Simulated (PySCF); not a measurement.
Job file and geometry (Å, from GFN2-xTB) of an NMR shielding run on SMILES Cl[SiH](Cl)Cl, Cl3HSi, PySCF 2.14.0, density-fitted response routines, GIAO PBE0/pcSseg-1 NMR shielding, non-relativistic, gas phase; density fitting, a coarse starting grid and PySCF grid level 2 are the driver's defaults:

```
{"job": {"kind": "nmr", "xc": "PBE0", "basis": "pcSseg-1"}, "charge": 0, "multiplicity": 1}
Cl    -0.699528     1.742426    -0.620694
Si    -0.007381     0.000296     0.105579
Cl    -1.079098    -1.520417    -0.655621
Cl     1.926308    -0.219755    -0.397166
H     -0.131680     0.000302     1.550717
```

Q: What does the program print?

A: 
```
coarse grid: 7120 points
cycle   1  E = -1670.1395747267  dE =  4.724e-01  |g| = 3.764e-01  |ddm| = 2.210e+00
cycle   2  E = -1670.1193627748  dE =  2.021e-02  |g| = 4.838e-01  |ddm| = 9.539e-01
cycle   3  E = -1670.1787889200  dE = -5.943e-02  |g| = 2.552e-02  |ddm| = 5.288e-01
cycle   4  E = -1670.1789181307  dE = -1.292e-04  |g| = 9.622e-03  |ddm| = 3.039e-02
cycle   5  E = -1670.1789401658  dE = -2.204e-05  |g| = 1.249e-03  |ddm| = 1.100e-02
cycle   6  E = -1670.1789404717  dE = -3.059e-07  |g| = 2.969e-04  |ddm| = 1.555e-03
final grid: 52536 points
cycle   7  E = -1670.1977446410  dE = -2.016e-05  |g| = 4.246e-03  |ddm| = 9.414e-03
cycle   8  E = -1670.1977452069  dE = -5.658e-07  |g| = 2.349e-03  |ddm| = 4.554e-03
cycle   9  E = -1670.1977458731  dE = -6.662e-07  |g| = 4.754e-04  |ddm| = 2.531e-03
cycle  10  E = -1670.1977459294  dE = -5.632e-08  |g| = 9.009e-05  |ddm| = 5.747e-04
cycle  11  E = -1670.1977459315  dE = -2.121e-09  |g| = 1.148e-05  |ddm| = 1.031e-04
cycle  12  E = -1670.1977459316  dE = -2.524e-11  |g| = 2.653e-06  |ddm| = 1.199e-05
converged SCF energy = -1670.1977459316

GIAO shielding tensors (ppm)
atom      isotropic    diamagn.    paramagn.     s11        s22        s33       span
  0 Cl     822.540    1147.638    -325.097    704.844    800.529    962.248    257.404
  1 Si     340.335     875.333    -534.999    307.663    356.589    356.752     49.089
  2 Cl     822.641    1147.638    -324.998    705.016    800.624    962.283    257.268
  3 Cl     822.692    1147.635    -324.942    705.127    800.663    962.287    257.160
  4 H       25.645      26.944      -1.299     22.398     22.406     32.131      9.733
```

Q: Turn these shieldings into chemical shifts. Referencing at the same level of theory: 35Cl (949.78 ppm) against HCl; TMS for 29Si (349.16 ppm) and 1H (31.72 ppm).

A: Averaging equivalent atoms: Cl 0/2/3: 127; Si 1: 8.8; H 4: 6.07 ppm. 

Size and cost of the density-fitted run: 101 basis functions, 5.4 s wall time on 1 thread of an x86-64 server CPU, shared host.
